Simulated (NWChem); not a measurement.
System meant: ZrHSF₃; SMILES [F][Zr]([F])([F])[SH]

NWChem input:

```
start job
memory heap 200 mb stack 900 mb global 1100 mb
geometry units angstroms noautoz
  Zr     0.002659    -0.268276     0.117407
  F     -1.414274    -0.832737     1.240961
  F      1.658294    -1.033134     0.619148
  F     -0.489069    -0.730894    -1.652630
  S      0.243353     2.157372     0.280222
  H     -1.038873     2.347872    -0.116647
end
basis spherical
  * library def2-svp
end
ecp
  Zr library def2-ecp
end
dft
  odft
  mult 2
  xc b3lyp
  iterations 150
  mulliken
end
task dft energy
```

End of the output:

```
 Summary of "ao basis" -> "" (spherical)
 ------------------------------------------------------------------------------
       Tag                 Description            Shells   Functions and Types
 ---------------- ------------------------------  ------  ---------------------
 *                          def2-svp                  on all atoms

                                 NWChem DFT Module
                                 -----------------

 Summary of "ao basis" -> "ao basis" (spherical)
 ------------------------------------------------------------------------------
       Tag                 Description            Shells   Functions and Types
 ---------------- ------------------------------  ------  ---------------------
 Zr                         def2-svp                11       31   5s3p2d1f
 F                          def2-svp                 6       14   3s2p1d
 S                          def2-svp                 8       18   4s3p1d
 H                          def2-svp                 3        5   2s1p

 Summary of "ao basis" -> "ao basis" (spherical)
 ------------------------------------------------------------------------------
       Tag                 Description            Shells   Functions and Types
 ---------------- ------------------------------  ------  ---------------------
 Zr                         def2-svp                11       31   5s3p2d1f
 F                          def2-svp                 6       14   3s2p1d
 S                          def2-svp                 8       18   4s3p1d
 H                          def2-svp                 3        5   2s1p

  number of electrons :                   56
  multiplicity        :                    2
 ------------------------------------------------------------------------
  no. of electrons and multiplicity not compatible                  56
 ------------------------------------------------------------------------
 ------------------------------------------------------------------------
  current input line :
    24: task dft energy
 ------------------------------------------------------------------------
 ------------------------------------------------------------------------
 There is an error in the input file
 ------------------------------------------------------------------------
 For more information see the NWChem manual at https://nwchemgit.github.io

0: no. of electrons and multiplicity not compatible:Received an Error in Communication
```

Q: Find the fault in this run and fix the input.

A: The input was rejected before any calculation. Cause: the multiplicity doesn't fit the number of electrons (an even count wants an odd multiplicity, and the reverse). This input runs:
```
start job
memory heap 200 mb stack 900 mb global 1100 mb
geometry units angstroms noautoz
  Zr     0.002659    -0.268276     0.117407
  F     -1.414274    -0.832737     1.240961
  F      1.658294    -1.033134     0.619148
  F     -0.489069    -0.730894    -1.652630
  S      0.243353     2.157372     0.280222
  H     -1.038873     2.347872    -0.116647
end
basis spherical
  * library def2-svp
end
ecp
  Zr library def2-ecp
end
dft
  xc b3lyp
  iterations 150
  mulliken
end
task dft energy
```
It converges to -745.35295 Ha (B3LYP/def2-SVP with def2 effective core potentials on Zr).
